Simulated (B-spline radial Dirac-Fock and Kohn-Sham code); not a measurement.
# K emission of Ba⁵⁺

System: barium as Ba⁵⁺, configuration 1s2 2s2 2p6 3s2 3p6 3d10 4s2 4p6 4d10 5s2 5p3.

The computed values come from an atomic code on a B-spline grid: independent-particle rates on relativistic LDA orbitals of the hole state (multipoles up to L = 3, Coulomb Auger matrix elements, transition energies from Dirac-Fock).

```
        line  multipole  energy (eV)  rate (s⁻¹)  share (%)
  Kα2 (K-L2)         E1      31814.6    5.07e+15       28.7
  Kα1 (K-L3)         E1      32191.4    9.34e+15       53.0
  Kβ3 (K-M2)         E1      36299.7    8.81e+14       5.00
  Kβ1 (K-M3)         E1      36373.9    1.71e+15       9.71
Kβ5'' (K-M4)         E2      36643.4    9.82e+12     0.0557
 Kβ5' (K-M5)         E2      36658.7    1.33e+13     0.0756
Kβ2'' (K-N2)         E1            –    1.87e+14       1.06
 Kβ2' (K-N3)         E1      37252.0    3.64e+14       2.07
        K-O2         E1      37432.9    1.77e+13      0.101
        K-O3         E1      37435.6    3.51e+13      0.199
```

The listed lines hold 100.0 % of the radiative rate. A dash stands for an energy that rests on an unreliable hole state. The radiative width is 11.6 eV in the length form and 11.9 eV in the velocity form; the two differ because the transition energies are not eigenvalue differences of the potential that gave the orbitals. Kα2/Kα1 is 0.543 and Kβ/Kα is 0.224.
